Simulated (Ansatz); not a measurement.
# Ligand exchange: C3H8AlF + Zr(CH3)F3 → C2H5AlF2 + Zr(CH3)2F2

Species: C3H8AlF `C[CH2][Al]([CH3])[F]`, singlet; Zr(CH3)F3, singlet; C2H5AlF2 `C[CH2][Al]([F])[F]`, singlet; Zr(CH3)2F2, singlet. The partners trade CH3 for F: Al–CH3 and Zr–F bonds give way to Al–F and Zr–CH3.

Shapes, held fixed at every level: PBE0-D4/def2-TZVP. Flexible molecules stand in one conformer, not always the lowest. Programs: Ansatz 0.2.0. Electronic energies: no zero-point or thermal term.

| level | kind | ΔE (kJ/mol) | less CCSD(T)/def2-TZVPP |
| --- | --- | --- | --- |
| SPW92/def2-TZVPP | LDA | +51.7 | +13.3 |
| PBE-D4/def2-TZVPP | GGA | +50.9 | +12.5 |
| BHLYP-D4/def2-TZVPP | global hybrid | +39.6 | +1.2 |
| r2SCAN0-D4/def2-TZVPP | global hybrid | +42.7 | +4.3 |
| MP2/def2-TZVPP | perturbation theory | +37.1 | -1.3 |
| CCSD/def2-SVP | coupled cluster or CI | +53.7 | +15.3 |
| CCSD/def2-TZVPP | coupled cluster or CI | +36.4 | -2.0 |
| CCSD(T)/def2-TZVPP | coupled cluster or CI | +38.4 | 0.0 |

The highest level, CCSD(T)/def2-TZVPP, gives ΔE = +38.4 kJ/mol; the levels span +36.4 to +53.7. The column of differences is taken from that level and isn't an error. No measured value is set beside it here. For atoms past krypton def2 sets carry core potentials with scalar relativity. Outer-core shells of Zr are correlated, in sets that cover them unevenly.
